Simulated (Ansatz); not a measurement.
Correlation energies of `CC#[N+][Al-]([CH3])([CH3])[OH]` by basis set

```
atom   x (Å)   y (Å)   z (Å)
  C1  -3.113  -0.360  -1.373
  C2  -1.830  -0.261  -0.722
  N3  -0.813  -0.188  -0.206
 Al4   1.051  -0.180   0.688
  C5   2.143  -0.611  -0.886
  C6   1.062   1.641   1.443
  O7   0.842  -1.501   1.788
  H8  -3.371  -1.411  -1.514
  H9  -3.877   0.118  -0.757
 H10  -3.072   0.134  -2.344
 H11   2.001   0.103  -1.704
 H12   3.211  -0.601  -0.640
 H13   1.919  -1.610  -1.276
 H14   2.002   1.848   1.968
 H15   0.963   2.407   0.666
 H16   0.254   1.806   2.165
 H17   0.627  -1.332   2.703
```

Total charge 0; spin multiplicity 1. The geometry is a stationary point of PBE0-D4/def2-TZVP. It is one conformer, not always the lowest. Frozen core, restricted reference, the Gaussian-basis code of Ansatz.

```json
{"basis": "def2-SVP", "HF (Eh)": "-528.31621", "MP2 corr.": "-0.97302"}
{"basis": "def2-TZVPP", "HF (Eh)": "-528.73905", "MP2 corr.": "-1.20322"}
{"basis": "def2-QZVPP", "HF (Eh)": "-528.75979", "MP2 corr.": "-1.28541"}
```

Problem. Estimate the CCSD correlation energy and the (T) correction in each basis where they were run (hartree).

Solution. 
```
   basis  CCSD corr.       (T)
def2-SVP    -1.03693  -0.03108
```
